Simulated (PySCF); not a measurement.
**Calculated NMR parameters of [SiH3]N([SiH3])B1NCCN1**

```
Formula        : C2H12BN3Si2
SMILES         : [SiH3]N([SiH3])B1NCCN1
InChI          : InChI=1S/C2H12BN3Si2/c7-6(8)3-4-1-2-5-3/h4-5H,1-2H2,7-8H3
Carbon signals : 1
Proton signals : 3
```

Atoms are numbered as in `[SiH3:1][N:2]([SiH3:3])[B:4]1[NH:5][CH2:6][CH2:7][NH:8]1`. Each H is labelled by its parent atom.

[PySCF 2.14.0 with density-fitted response routines: KT2/pcSseg-1 with gauge-including orbitals; structure optimised with PBE0-D3(BJ)/def2-SVP; a single conformation; relativity neglected; averaged over atoms made equivalent by symmetry, fast rotation or ring inversion; gas phase]

References, each an isolated molecule treated in the same way: $^{1}$H (σref 31.18) and $^{13}$C (σref 183.22) and $^{29}$Si (σref 361.05) vs TMS; $^{11}$B (σref 99.90) vs BF3·OEt2; NH3 for $^{15}$N (σref 264.30).

```tsv
carbon	δC, type	δH (multiplicity)	HMBC from (2–3 bonds)	span of the C tensor (ppm)
C6/C7	48.6, CH2	3.45 (s)	H(C6)/H(C7)	49
```

Other nuclei:
| atoms | nucleus | environment | δ (ppm) | σ (ppm) |
| --- | --- | --- | --- | --- |
| H(Si1)/H(Si3) | $^{1}$H | hydrogen on a silicon bonded to N | 4.78 | 26.40 |
| H(N5)/H(N8) | $^{1}$H | hydrogen on a nitrogen bonded to C, B, in a 5-membered ring | 2.03 | 29.14 |
| Si1/Si3 | $^{29}$Si | silicon bonded to N, 3 H | -46.2 | 407.3 |
| B4 | $^{11}$B | boron bonded to 3 N, in a 5-membered ring | 23.2 | 76.7 |
| N5/N8 | $^{15}$N | nitrogen bonded to C, B, H, in a 5-membered ring | 73.1 | 191.2 |
| N2 | $^{15}$N | nitrogen bonded to B, 2 Si | 18.8 | 245.5 |

δC 48.6: sp3 CH2 bonded to N; the inductive effect lowers its shielding. δH 4.78: hydrogen on a silicon bonded to N. δH 3.45: hydrogen on an sp3 CH2 bonded to N; its carbon carries N, hence the downfield position. δH 2.03: hydrogen on a nitrogen bonded to C, B, in a 5-membered ring; exchangeable, gas-phase position.

OH and NH positions are those of a molecule without intermolecular hydrogen bonds; in solution they move with solvent, concentration and temperature, and exchange usually removes their couplings. Shifts are as computed. Against solution values, carbons near 30 ppm lie about +2 ppm off and those near 130 ppm about -5 ppm. Of 1211 compounds with measured shifts, 218 miss one by over three times the rms of a fit or turn the order of signals round; such compounds aren't used in these exercises. Experimental scales use liquid or dissolved standards, which lie at an offset from isolated NH3 (liquid NH3: subtract about 20 ppm). Multiplicities follow the n + 1 count of equivalent neighbours, as no J values were calculated; m marks all less simple cases, F and P coupling included.
